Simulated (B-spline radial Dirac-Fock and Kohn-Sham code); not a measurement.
**Dipole and non-dipole photoemission parameters of Ta 6s**

System: the Ta atom in the configuration 1s2 2s2 2p6 3s2 3p6 3d10 4s2 4p6 4d10 4f14 5s2 5p6 5d3 6s2; threshold 7.02 eV (orbital energy of the model). Method: Dirac-Hartree-Slater photoionisation with a Latter tail; cross sections with all multipoles, angular parameters from the dipole term and its interference with E2. Computed with an atomic code on a B-spline grid.

```csv
hν (eV),σ (kb),β,γ
52.5,27.8,1.108,-0.131
74,22.5,1.445,-0.015
80,21.0,1.490,0.008
86.4,19.5,1.529,0.031
149,11.3,1.714,0.172
186,8.75,1.761,0.228
251,6.06,1.807,0.297
311,4.57,1.833,0.338
502,2.36,1.873,0.403
600,1.82,1.885,0.415
708,1.43,1.894,0.419
778,1.24,1.899,0.418
821,1.14,1.902,0.416
1253.6,0.591,1.919,0.368
1290,0.565,1.920,0.362
1380,0.508,1.922,0.349
1540,0.426,1.926,0.323
1940,0.292,1.932,0.256
2000,0.277,1.933,0.246
2050,0.266,1.934,0.238
2980,0.141,1.942,0.098
2984.4,0.140,1.942,0.097
3930,0.0860,1.947,-0.010
4000,0.0833,1.947,-0.017
5070,0.0539,1.951,-0.096
5860,0.0411,1.953,-0.130
6000,?,?,?
7280,0.0271,1.955,-0.154
12100,0.00996,1.958,-0.027
15000,0.00642,1.958,0.133
```

Problem. Give the values at 6000 eV.

Solution. σ = 0.0393 kb, β = 1.953, γ = -0.134. For an s subshell δ is negligible.
